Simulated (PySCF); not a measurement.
Lowest empty level (eV) of eight halogen compounds: PBE beside r2SCAN, computed with PySCF for isolated molecules in the bases named; differences from unrounded values. The eight are the first of their class met in an unordered collection, after screening for sound electronic states; none was chosen by its value. Each molecule has one DFT geometry for both levels.

| molecule | basis | r2SCAN | PBE | difference |
|---|---|---|---|---|
| 4,4-dichlorobut-1-yne (C4H4Cl2), SMILES C(CC(Cl)Cl)#C | def2-TZVP | -1.33 | -1.50 | -0.18 |
| 1-bromo-3-fluoropropa-1,2-diene (C₃H₂BrF), SMILES C(F)=C=CBr | def2-TZVP | -1.98 | -2.13 | -0.15 |
| dibromo-chloro-fluoromethane (CBr₂ClF), SMILES FC(Cl)(Br)Br | def2-TZVP | -3.03 | -3.07 | -0.04 |
| C₅H₇F, SMILES C=CC1(F)CC1 | def2-TZVP | -0.62 | -0.86 | -0.23 |
| 1,1-dichloro-2,2-difluoroethane (C2H2Cl2F2), SMILES FC(C(Cl)Cl)F | def2-TZVP | -1.24 | -1.43 | -0.19 |
| C4H6ClF, SMILES CC/C(F)=C/Cl | def2-TZVP | -0.67 | -0.88 | -0.21 |
| dibromo(fluoro)methane (CHBr2F), SMILES FC(Br)Br | def2-TZVPD | -2.21 | -2.38 | -0.16 |
| C₄H₃ClF₂, SMILES C=C(/C(Cl)=C\F)F | def2-TZVP | -2.20 | -2.31 | -0.10 |

PBE lies below r2SCAN in 8 and above it in 0 of the eight; the mean signed difference is -0.16 and the largest -0.23 eV.
